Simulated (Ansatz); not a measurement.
Consider the cleavage of the B–B bond: `OBBS` + `OBF` → `OBOBF` + `BS`.

Computed with Ansatz on PBE0-D4/def2-TZVP structures; ΔE is electronic, products minus reactants. CCSD(T)/CBS adds triple-zeta CCSD(T) − MP2 to the extrapolated MP2 energy (def2 sets, frozen cores). This one scheme is used for every species. Functionals use def2-TZVPP. HSE06 is defined as in plane-wave codes. Each species was taken in one conformer, which may not be the lowest.

Problem. Is it downhill or uphill in electronic energy at CCSD(T)/CBS, and by how much? (Best estimate.)

Solution. Computed: Downhill: ΔE = -1.38 eV.

Problem. What do these levels give: HSE06-D4, B2PLYP, r2SCAN, HF/def2-SVP, MP2/def2-SVP, MP2/def2-TZVPP? (An estimate is asked.)

Solution. Computed: HSE06-D4 -1.30, B2PLYP -1.42, r2SCAN -1.39, HF/def2-SVP -1.65, MP2/def2-SVP -1.51, MP2/def2-TZVPP -1.42 eV.

Largest T1 diagnostic among the species: 0.016.

From PBE to PBE0 (25 % exact exchange), in def2-TZVPP and without D4, ΔE moves by −0.06 eV. At CCSD(T), def2-SVP lies −0.08 eV from the extrapolated value and def2-TZVPP +0.00 eV. Leaving LDA and LC-ωPBE aside and taking each functional with its dispersion term where it has one, the values, not all of them listed here, spread over 0.25 eV, from BHLYP-D4 to revPBE-D4. LDA lies −0.07 eV from PBE without D4.
